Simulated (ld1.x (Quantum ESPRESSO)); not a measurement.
**Pseudopotential generation for Si: PAW, BLYP, scalar-relativistic.**

| Item | Value |
| --- | --- |
| Element | silicon |
| Generator | ld1.x (Quantum ESPRESSO) 7.5 |
| Type | PAW |
| Functional | BLYP |
| Relativity | scalar-relativistic |
| Frozen core | [Ne] |
| Valence charge | 4 |
| Reference configuration | 3s2 3p1.5 (charge +0.5) |
| Partial waves | 3s (bound): rcut 1.40, rcutus 1.60 bohr; 3s channel at 0.05 Ry: rcut 1.40, rcutus 1.60 bohr; 3p (bound): rcut 1.85, rcutus 2.25 bohr; 3p channel at 0.9 Ry: rcut 1.85, rcutus 2.25 bohr; 3d channel at 0.15 Ry: rcut 1.75, rcutus 2.35 bohr |
| Local potential | all-electron potential smoothed inside 1.50 bohr (lloc = -1) |
| Core correction | Bessel-smoothed model core inside 0.85 bohr |
| Augmentation charge | PSQ, inside the norm-conserving radii |

What the tests gave:

```json
{
  "Cutoffs needed": "12 Ry and 18 Ry (the cutoffs (Ry, on a coarse ladder) from which the occupation-weighted sum of valence levels, in a spherical-Bessel basis at the reference potential, stays within 10 and 1 mRy of its value at 400 Ry)",
  "Ghost test": "no extra level below or beside the all-electron valence levels (s, p, d, f tested) (spherical-Bessel basis up to 400 Ry, 20 bohr box)",
  "Largest excitation error": "-62 meV (all-electron minus pseudo) for 3s1 3p0, out of 7 test configurations",
  "Lowest eigenvalue of the overlap operator": "0.49 (s channel)",
  "Density cutoff estimated by the generator": "171 Ry"
}
```

Generation and tests took about 1.4 s on one core of a shared server CPU.
